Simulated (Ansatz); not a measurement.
`FCI` + `OBO` → `OB(O)CI` + H–F  (formal exchange of groups at a C–F bond)

Computed with Ansatz on PBE0-D4/def2-TZVP structures; ΔE is electronic, products minus reactants. CCSD(T)/CBS adds triple-zeta CCSD(T) − MP2 to the extrapolated MP2 energy (def2 sets, frozen cores). This one scheme is used for every species. Functionals use def2-TZVPP. Elements past krypton have def2 core potentials. For I outer-core shells are correlated without core-valence functions, which leaves a few kJ/mol of doubt a bond. One conformer a species, not always the lowest.

| level | ΔE (kJ/mol) |
| --- | --- |
| r2SCAN-D4 | -83.6 |
| PBE0-D4 | -90.4 |
| B2PLYP | -83.6 |
| PBE | -76.0 |
| r2SCAN | -81.8 |
| SCS-MP2/def2-TZVPP | -95.5 |
| CCSD/def2-TZVPP | -95.6 |
| HF/def2-QZVPP | -74.7 |

(1) What does CCSD(T)/CBS give? (An estimate is asked.)

Largest T1 diagnostic among the species: 0.013.

## Answers

(1) The calculation gave: -100.9 kJ/mol. The listed levels differ from it by 17.3, 10.5, 17.3, 24.9, 19.1, 5.4, 5.3, 26.2 kJ/mol.

From PBE to PBE0 (25 % exact exchange), in def2-TZVPP and without D4, ΔE moves by −8.6 kJ/mol. The D4 term adds −10.5 kJ/mol with B3LYP and −5.8 kJ/mol with PBE0; it sums over pairs of atoms, weighted by their polarisabilities, and B3LYP, whose exchange is more repulsive, gets the larger term.

B3LYP here is the variant with VWN-RPA as its local correlation; programs differ in this.
